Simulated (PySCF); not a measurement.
**Static response to an electric field**

C7H9F.
Cartesian coordinates in Å at the GFN2-xTB level; atoms count from 1:
```xyz
17
C7H9F angstrom
C      2.1553   -0.1135   -0.8363
C      0.7700    0.1596   -0.3638
C      0.3121    1.2222    0.2909
F      1.0525    2.2797    0.6857
C     -1.1552    1.1973    0.6063
C     -1.5695   -0.1616    0.0736
C     -0.9364   -1.3571    0.7155
C     -0.3512   -0.7988   -0.5546
H      2.1604   -0.2793   -1.9134
H      2.8091    0.7228   -0.6030
H      2.5428   -1.0129   -0.3578
H     -1.6803    2.0127    0.1024
H     -1.3319    1.3006    1.6796
H     -2.5524   -0.2589   -0.3618
H     -0.3857   -1.2186    1.6336
H     -1.4633   -2.2972    0.6537
H     -0.3834   -1.3848   -1.4608
```

Level: wB97X-D/def2-SVPD (PySCF), static field, nuclei fixed, core orbitals frozen in the response. The polarisability tensor in these axes (au):

```
x   80.22 -1.80 -7.55
y   -1.80 80.94  5.75
z   -7.55  5.75 66.81
```

Give the principal values, the mean and the anisotropy Δα = √{½[(α1 − α2)² + (α2 − α3)² + (α1 − α3)²]}.

Principal values 62.28, 78.87 and 86.82 au; mean 75.99 au = 11.26 Å³ = 12.53 × 10⁻⁴⁰ C²·m²/J; Δα = 21.68 au (29 % of the mean).

What is the dipole moment, and where does it point?

(-0.96, -1.44, -0.54) D, 1.81 D in size, pointing from the negative to the positive side. Measured along this direction, the outermost atoms are F4 at the negative end and H16 at the positive end.

Directions of the eigenvectors, and the extent of the frame along each?

Largest value along (0.66, -0.62, -0.43), where the nuclei span 4.86 Å; middle along (0.66, 0.75, -0.06), 5.16 Å; least along (0.36, -0.24, 0.90), 2.80 Å. The strongest response doesn't lie along the longest of the three spans.

Refractivity n − 1 of an ideal gas of it at 500 K and 1 atm, from the electronic α?

N = p/kT = 1.4678 × 10¹⁹ cm⁻³, so n − 1 = 2π × N × 11.26 × 10⁻²⁴ cm³ = 1039 × 10⁻⁶ at long wavelengths, for an ideal gas.

Find the Langevin capture rate constant for H3O+ (19.018 u) meeting this molecule (112.069 u), k = 2.342 × 10⁻⁹ cm³/s × √(α in Å³ / reduced mass in u).

The reduced mass is 16.26 u, so k = 1.95 × 10⁻⁹ cm³/s. The formula leaves out the permanent dipole, which adds to the capture rate.

Isolated species at its GFN2-xTB geometry, gas phase.
